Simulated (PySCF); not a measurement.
C7H7O (SMILES Cc1ccc([O])cc1), doublet, geometry from GFN2-xTB; DF-B3LYP/STO-3G in PySCF.

Here is a job for PySCF.
```python
from pyscf import gto, scf, dft

mol = gto.M(
    atom='''
C    -2.774855   -0.313972   -0.097954
C    -1.297923   -0.138731   -0.036229
C    -0.455407   -1.262716    0.023569
C     0.900400   -1.132818    0.065969
C     1.538052    0.171230    0.051171
O     2.766987    0.306144    0.089950
C     0.635463    1.305806   -0.013121
C    -0.717776    1.139315   -0.054411
H    -3.103074   -1.072292    0.611357
H    -3.064676   -0.655148   -1.093716
H    -3.293680    0.619017    0.106761
H    -0.905899   -2.246078    0.036471
H     1.547925   -1.995488    0.113001
H     1.082270    2.288580   -0.025852
H    -1.366485    2.003572   -0.101598
''',
    basis='sto-3g',
    charge=0,
    spin=1,
    verbose=4,
)

mf = dft.UKS(mol)
mf.xc = 'b3lyp'
mf = mf.density_fit(auxbasis='def2-universal-jkfit')
mf.kernel()
```

What the program printed (banner, timings and long lists left out):

```
PySCF version 2.14.0

[INPUT] verbose = 4
[INPUT] num. atoms = 15
[INPUT] num. electrons = 57
[INPUT] charge = 0
[INPUT] spin (= nelec alpha-beta = 2S) = 1
[INPUT] symmetry False subgroup None
[INPUT] Mole.unit = angstrom
[INPUT] Symbol           X                Y                Z      unit          X                Y                Z       unit  Magmom
[INPUT]  1 C     -2.774855000000  -0.313972000000  -0.097954000000 AA   -5.243715985380  -0.593321090782  -0.185106232806 Bohr   0.0
[INPUT]  2 C     -1.297923000000  -0.138731000000  -0.036229000000 AA   -2.452719000774  -0.262163594987  -0.068462887767 Bohr   0.0
[INPUT]  3 C     -0.455407000000  -1.262716000000   0.023569000000 AA   -0.860594505210  -2.386187413106   0.044538955030 Bohr   0.0
[INPUT]  4 C      0.900400000000  -1.132818000000   0.065969000000 AA    1.701509402558  -2.140715768978   0.124663342711 Bohr   0.0
[INPUT]  5 C      1.538052000000   0.171230000000   0.051171000000 AA    2.906497045340   0.323577804309   0.096699175520 Bohr   0.0
[INPUT]  6 O      2.766987000000   0.306144000000   0.089950000000 AA    5.228847620232   0.578528314679   0.169980864905 Bohr   0.0
[INPUT]  7 C      0.635463000000   1.305806000000  -0.013121000000 AA    1.200851032294   2.467615711814  -0.024795096480 Bohr   0.0
[INPUT]  8 C     -0.717776000000   1.139315000000  -0.054411000000 AA   -1.356400058786   2.152993319609  -0.102821888164 Bohr   0.0
[INPUT]  9 H     -3.103074000000  -1.072292000000   0.611357000000 AA   -5.863960004259  -2.026338205562   1.155297294336 Bohr   0.0
[INPUT] 10 H     -3.064676000000  -0.655148000000  -1.093716000000 AA   -5.791398300528  -1.238050291057  -2.066823698055 Bohr   0.0
[INPUT] 11 H     -3.293680000000   0.619017000000   0.106761000000 AA   -6.224153141957   1.169772596450   0.201749050785 Bohr   0.0
[INPUT] 12 H     -0.905899000000  -2.246078000000   0.036471000000 AA   -1.711901006517  -4.244472274411   0.068920201489 Bohr   0.0
[INPUT] 13 H      1.547925000000  -1.995488000000   0.113001000000 AA    2.925154311367  -3.770925804856   0.213540941802 Bohr   0.0
[INPUT] 14 H      1.082270000000   2.288580000000  -0.025852000000 AA    2.045193892833   4.324789414157  -0.048853199772 Bohr   0.0
[INPUT] 15 H     -1.366485000000   2.003572000000  -0.101598000000 AA   -2.582282403326   3.786202350847  -0.191992394804 Bohr   0.0

nuclear repulsion = 332.839892668728
number of shells = 31
number of NR pGTOs = 141
number of NR cGTOs = 47
basis = sto-3g
ecp = {}

******** <class 'pyscf.df.df_jk.DFUKS'> ********
method = DFUKS
initial guess = minao
damping factor = 0
level_shift factor = 0
DIIS = <class 'pyscf.scf.diis.CDIIS'>
diis_start_cycle = 1
diis_space = 8
diis_damp = 0
SCF conv_tol = 1e-09
SCF conv_tol_grad = None
SCF max_cycles = 50
direct_scf = False
number electrons alpha = 29  beta = 28
XC library pyscf.dft.libxc version 7.1.2
    S. Lehtola, C. Steigemann, M. J. T. Oliveira, and M. A. L. Marques,  SoftwareX 7, 1–5 (2018)
XC functionals = b3lyp
    P. J. Stephens, F. J. Devlin, C. F. Chabalowski, and M. J. Frisch,  J. Phys. Chem. 98, 11623 (1994)
radial grids:
    Treutler-Ahlrichs [JCP 102, 346 (1995); DOI:10.1063/1.469408] (M4) radial grids

becke partition: Becke, JCP 88, 2547 (1988); DOI:10.1063/1.454033
pruning grids: <function nwchem_prune>
grids dens level: 3
symmetrized grids: False
atomic radii adjust function: <function treutler_atomic_radii_adjust>
small_rho_cutoff = 0
Set gradient conv threshold to 3.16228e-05
tot grids = 181568
******** <class 'pyscf.df.df.DF'> ********
auxbasis = def2-universal-jkfit
init E= -343.244150372857

cycle= 1 E= -341.595860085963  delta_E= 1.65  |g|= 0.45  |ddm|= 3.86
cycle= 2 E= -338.841998558906  delta_E= 2.75  |g|= 1.67  |ddm|= 2.86
cycle= 3 E= -341.726677721373  delta_E= -2.88  |g|= 0.217  |ddm|= 2.67
cycle= 4 E= -341.764522418677  delta_E= -0.0378  |g|= 0.0728  |ddm|= 0.42
cycle= 5 E= -341.767472658348  delta_E= -0.00295  |g|= 0.0597  |ddm|= 0.175
cycle= 6 E= -341.770087523665  delta_E= -0.00261  |g|= 0.0134  |ddm|= 0.0857
cycle= 7 E= -341.770645493144  delta_E= -0.000558  |g|= 0.0049  |ddm|= 0.071
cycle= 8 E= -341.770681006235  delta_E= -3.55e-05  |g|= 0.00159  |ddm|= 0.017
cycle= 9 E= -341.770683712807  delta_E= -2.71e-06  |g|= 0.000813  |ddm|= 0.00353
cycle= 10 E= -341.770684582931  delta_E= -8.7e-07  |g|= 0.000474  |ddm|= 0.00179
cycle= 11 E= -341.770685089727  delta_E= -5.07e-07  |g|= 0.000195  |ddm|= 0.002
cycle= 12 E= -341.770685173105  delta_E= -8.34e-08  |g|= 7.67e-05  |ddm|= 0.000927
cycle= 13 E= -341.770685179331  delta_E= -6.23e-09  |g|= 2.69e-05  |ddm|= 0.000181
cycle= 14 E= -341.770685180916  delta_E= -1.58e-09  |g|= 1.91e-05  |ddm|= 0.000122
cycle= 15 E= -341.770685181341  delta_E= -4.25e-10  |g|= 4.21e-06  |ddm|= 6.03e-05
Extra cycle  E= -341.770685181354  delta_E= -1.32e-11  |g|= 4.84e-06  |ddm|= 1.45e-05
converged SCF energy = -341.770685181354  <S^2> = 0.80855775  2S+1 = 2.0577247
```
